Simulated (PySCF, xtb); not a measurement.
C2HBrClF, SMILES C(=C(/F)Br)/Cl.

Harmonic wavenumbers (cm⁻¹) from xtb with GFN2-xTB at its own minimum, in rising order: 150, 176, 252, 313, 441, 708, 767, 788, 1027, 1200, 1659, 3098.

Q: What does PBE-D3(BJ)/def2-SVP run with PySCF 2.14.0 give at its own minimum? (The exact figures need the calculation; the answer reports its results.)

A: 170, 173, 270, 342, 511, 740, 763, 823, 1068, 1255, 1662, 3177. Paired by order, the mean absolute difference is 32 cm⁻¹ and the zero-point energies are 15.1 and 15.7 kcal/mol.
